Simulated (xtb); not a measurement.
difluoro(silyl)silane (F2H4Si2), SMILES F[SiH]([SiH3])F. All values are semi-empirical tight-binding results from xtb (GFN2-xTB unless named), good for trends rather than for accurate numbers. Coordinates come from a GFN2-xTB optimisation.

```json
{
 "point_group_as_xtb_finds_it": "Cs",
 "orbital_gap": "4.53 eV",
 "dipole_moment": "2.54 D",
 "zero_point_energy": "23.5 kcal/mol",
 "G − E(el) at 298.15 K (modified RRHO)": "4.0 kcal/mol",
 "static polarisability (D4 model)": "64.4 bohr³",
 "solvation energy, GFN2-xTB/ALPB(water)": "-0.1 kcal/mol",
 "solvation energy, GFN2-xTB/ALPB(hexane)": "-1.1 kcal/mol"
}
```
